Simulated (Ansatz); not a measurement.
Reaction (formal exchange of groups at the Si–Ge bond): `O[SiH2][GeH3]` + CH₃OH → `OC[SiH2]O` + GeH₄

Isolated molecules relaxed with PBE0-D4/def2-TZVP in Ansatz; ΔE leaves out vibrations. CBS: MP2 limit from def2 TZ/QZ plus the TZ coupled-cluster correction, frozen cores. This one scheme is used for every species. For Ge outer-core shells are correlated without core-valence functions, which leaves a few kJ/mol of doubt a bond. Scalar relativity is left out up to krypton. Each species was taken in one conformer, which may not be the lowest.

`O[SiH2][GeH3]`:

```xyz
9

O     0.947    1.126    1.283
Si   -0.209    0.901    0.123
Ge   -0.069   -1.372   -0.549
H     1.028    2.000    1.666
H    -1.571    1.204    0.652
H     0.013    1.803   -1.044
H    -1.123   -1.653   -1.635
H    -0.334   -2.316    0.634
H     1.317   -1.692   -1.131
```

CH₃OH:

Cartesian coordinates in Å:
```
C -0.321 0.079 0.132
O 0.814 0.224 -0.689
H -1.005 0.890 -0.121
H -0.079 0.159 1.199
H -0.842 -0.872 -0.039
H 1.432 -0.479 -0.482
```

`OC[SiH2]O`:

Z-matrix (Å, degrees):
```
C
Si 1 1.881
O 1 1.422 2 110.3
H 1 1.101 2 111.0 3 -123.9
H 1 1.094 2 110.6 3 118.3
O 2 1.658 1 107.3 3 47.6
H 2 1.492 1 111.0 3 168.9
H 2 1.482 1 110.8 3 -67.8
H 3 0.962 1 108.0 2 -44.8
H 6 0.957 2 117.7 1 92.1
```

GeH₄:

```xyz
5

Ge    0.000    0.000    0.000
H    -0.697    0.295   -1.335
H     0.416   -1.476    0.045
H    -0.964    0.295    1.156
H     1.245    0.886    0.134
```

```tsv
species	CCSD(T)/CBS(def2) energy (Eh)
`O[SiH2][GeH3]`	-2444.00682
CH₃OH	-115.61712
`OC[SiH2]O`	-481.11999
GeH₄	-2078.49493
```

Task: Work out ΔE.

Result: ΔE = (-481.11999) + (-2078.49493) − (-2444.00682) − (-115.61712) = 0.00902 Eh = +23.7 kJ/mol.

Largest T1 diagnostic among the species: 0.012.

Leaving LDA and LC-ωPBE aside and taking each functional with its dispersion term where it has one, the values, not all of them listed here, spread over 9.6 kJ/mol, from ωB97M-V to HSE06-D4. LDA lies −8.9 kJ/mol from PBE without D4. At CCSD(T), def2-SVP lies −5.7 kJ/mol from the extrapolated value and def2-TZVPP −1.7 kJ/mol.
